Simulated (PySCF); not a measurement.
PySCF 2.14 output of an unrestricted PBE0 calculation on a single atom or ion in aug-cc-pwCVQZ, with the non-relativistic Hamiltonian (point nucleus):

```
SCF conv_tol = 1e-09
number electrons alpha = 13  beta = 10
    C. Adamo and V. Barone.,  J. Chem. Phys. 110, 6158 (1999)
    M. Ernzerhof and G. E. Scuseria.,  J. Chem. Phys. 110, 5029 (1999)
cycle= 1 E= -943.701277765796  delta_E= -0.0123  |g|= 0.0152  |ddm|= 0.806
cycle= 2 E= -943.70143954358  delta_E= -0.000162  |g|= 0.00284  |ddm|= 0.115
cycle= 3 E= -943.701445310969  delta_E= -5.77e-06  |g|= 0.00138  |ddm|= 0.0422
cycle= 4 E= -943.701445729177  delta_E= -4.18e-07  |g|= 0.000514  |ddm|= 0.00475
cycle= 5 E= -943.701445794903  delta_E= -6.57e-08  |g|= 1.56e-05  |ddm|= 0.00269
cycle= 6 E= -943.701445795225  delta_E= -3.22e-10  |g|= 5.53e-06  |ddm|= 0.000278
converged SCF energy = -943.701445795225  <S^2> = 3.7560225  2S+1 = 4.0030101
```

The run itself started from symmetry-adapted Hartree-Fock orbitals and held the occupation by maximum overlap, on a logarithmic radial grid, so the iterations belong to that start.

Problem. Which element, charge and spin multiplicity is this?

Solution. V (vanadium, neutral), multiplicity 4; the state was [Ar] 3d3 4s2, high-spin 4F determinant.
